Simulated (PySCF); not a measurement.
# Radial density of P (phosphorus, neutral)

CAM-B3LYP, [Ne] 3s2 3p3, high-spin 4S determinant. All numbers are calculated (PySCF 2.14, scalar relativity by spin-free X2C-1e, in x2c-QZVPPall (9s6p4d2f1g, 70 functions)).

```csv
r (bohr),4πr²ρ (e/bohr),4πr²(ρα − ρβ)
0.00204,0.1237,0.0000
0.00343,0.3258,0.0000
0.00577,0.8361,-0.0001
0.00971,2.052,-0.0002
0.0163,4.667,-0.0002
0.0275,9.324,0.0002
0.0462,14.97,0.0047
0.0777,16.94,0.0279
0.131,12.55,0.1074
0.220,11.77,0.2478
0.370,16.02,0.2308
0.622,9.057,-0.0069
1.05,2.444,0.5318
1.76,2.634,1.4402
2.96,1.040,0.7293
4.98,0.08287,0.0715
8.37,0.0004445,0.0004
```

Densities and radii are taken from the X2C orbitals without a picture-change correction, which distorts them close to the nucleus.

Question: Where is the radial spin density 4πr²(ρα − ρβ) most negative, and why is it negative at all?

Answer: Around r = 0.622 bohr, down to -0.0069 e/bohr: exchange with the open shell polarises the paired shells in an unrestricted calculation.
